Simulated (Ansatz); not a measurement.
AlH₅O₃Si (`[OH][Al]([OH])[O][SiH3]`) at its PBE0-D4/def2-TZVP geometry, where that method's forces vanish. Charge 0, multiplicity 1.

```xyz
10

O     1.5584   -1.8383   -0.0983
Al    0.1059   -1.1481    0.4060
O    -0.9624   -2.0532    1.3484
O    -0.2402    0.4278   -0.0450
Si   -0.1359    1.9113   -0.6983
H     1.8005   -2.7337    0.1319
H    -1.7984   -1.7116    1.6604
H     0.9096    2.7103   -0.0048
H    -1.4414    2.6093   -0.5563
H     0.2040    1.8261   -2.1439
```

**Question.** What forces (eV/Å) does PBE-D4/def2-TZVPP give on these atoms in Ansatz 0.2.0? (Best estimate.)

**Answer.** Ansatz gave: 
```
O1   0.254  0.255 -0.239
Al2 -0.027 -0.016  0.020
O3   0.126 -0.397  0.093
O4  -0.110 -0.070  0.088
Si5  0.026  0.314 -0.141
H6   0.124 -0.425  0.105
H7  -0.403  0.159  0.153
H8   0.112  0.096  0.069
H9  -0.139  0.082  0.013
H10  0.037  0.002 -0.160
```
